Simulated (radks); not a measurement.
Values are calculated unless marked as measured or tabulated.
Hg LVIII, 23 electrons, occupied as [Ar] 3d5 (the NIST ground configuration). Level of theory: scalar-relativistic Kohn-Sham, r2SCAN, spin-polarised, spherical densities, finite nucleus; open shells are filled with parallel spins first (spin-orbit coupling, left out, can overturn this in heavy ions); meta-GGA in the generalised Kohn-Sham scheme; Fermi nuclear charge, rms radius 5.4648 fm (a radial shooting solver on a logarithmic mesh with Libxc functionals).

Radial electron density D(r) = 4 pi r^2 rho(r):

r (bohr),D(r) (e/bohr),spin D(r)
0.0007009,6.449,-0.000286
0.0008699,8.924,-0.000394
0.00108,12.26,-0.000539
0.00134,16.71,-0.000730
0.001663,22.53,-0.000978
0.002064,29.99,-0.00129
0.002562,39.29,-0.00167
0.003179,50.50,-0.00212
0.003946,63.35,-0.00260
0.004897,77.18,-0.00307
0.006078,90.70,-0.00341
0.007543,102.1,-0.00332
0.009362,109.3,-0.00207
0.01162,110.7,0.00253
0.01442,106.7,0.0170
0.0179,100.4,0.0597
0.02221,97.51,0.180
0.02757,104.0,0.500
0.03421,120.5,1.29
0.04246,138.1,3.06
0.0527,141.9,6.58
0.06541,124.2,12.6
0.08118,96.65,21.2
0.1007,82.92,30.3
0.125,89.61,35.3
0.1552,93.15,32.2
0.1926,71.34,21.6
0.239,35.48,9.97
0.2967,10.47,2.90
0.3682,1.657,0.477
0.457,0.1236,0.0389
0.5672,0.003704,0.00132

D(r) has 3 maxima, at r = 0.0110, 0.0494, 0.146 bohr, and minima at 0.0217, 0.102 bohr, inside which lie 1.90, 11.05 electrons.
